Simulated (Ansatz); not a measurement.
Species: GeAsH4, charge 0, doublet. GeAsH4 (SMILES [GeH3][AsH], doublet).
B3LYP-D3(BJ)/def2-TZVP minimum from Ansatz (a first-principles code):
```xyz
6

Ge    -1.1454     0.1288     0.2545
As     1.2124    -0.1660    -0.3051
H     -1.9959    -0.7276    -0.7002
H     -1.5609     1.6051     0.1053
H     -1.4216    -0.3155     1.7039
H      1.6225     0.7953     0.8142
```
Charge 0, spin multiplicity 2.

Atomisation energy term by term, kcal/mol (programs: Ansatz). Open shells are spin-unrestricted; no spin-orbit coupling. Correlated methods leave the cores frozen (noble-gas shells, and filled d and f shells in the p block). No relativity. CBS(X,Y): correlation extrapolated as X^-3, Hartree-Fock from the larger set. A bracket is a step between two methods taken in the basis named. Where a partner has so few electrons that a lower coupled-cluster level is exact, that level stands in.

```
term                               basis  kcal/mol
------------------  --------------------  --------
Hartree-Fock                     cc-pVQZ    234.24
CCSD correlation    CBS(cc-pVTZ,cc-pVQZ)     92.73
(T)                 CBS(cc-pVTZ,cc-pVQZ)      3.75
CCSDT(Q) - CCSD(T)               cc-pVTZ      0.36
sum: De                                      331.1
```

The step beyond CCSD(T) by other levels: CCSDT(Q) in cc-pVDZ 0.53 kcal/mol.
